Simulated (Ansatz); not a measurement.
Species: sum formula VO4H3, charge 0, multiplicity 1. 
Geometry from a B3LYP-D3(BJ)/def2-TZVP (Ansatz, a first-principles code) optimisation:
```xyz
8

V      0.0182     0.0138    -0.0175
O      1.0097     0.7667    -0.9735
O      0.9396    -0.8682     1.2192
H      1.9026    -0.8449     1.2419
O     -0.9570    -1.1352    -0.9584
H     -0.8429    -1.2314    -1.9103
O     -1.0541     1.1899     0.7722
H     -0.9834     2.1343     0.5948
```
Charge 0, spin multiplicity 1.

Basis-set convergence of Hartree-Fock and CCSD(T) correlation energies (hartree) with Ansatz. Cores are frozen in the correlated levels unless marked. No spin-orbit coupling. Frozen are the shells of the preceding noble gas and the d and f shells that filled before the atom's block. Non-relativistic.

The T1 diagnostic of CCSD in the largest basis is 0.034, which is high, so the coupled-cluster rows are less sure than usual.

```json
[
 {"basis": "def2-SVPD", "functions": "150", "E(HF)": "-1243.75075", "E(corr, CCSD(T))": "-1.12419", "rough core time": "50 s"},
 {"basis": "def2-TZVPPD", "functions": "278", "E(HF)": "(withheld)", "E(corr, CCSD(T))": "(withheld)", "rough core time": "4 min"}
]
```

Question: Complete the blanks.

Answer: 
- def2-TZVPPD, E(HF): -1244.24645
- def2-TZVPPD, E(corr, CCSD(T)): -1.32187
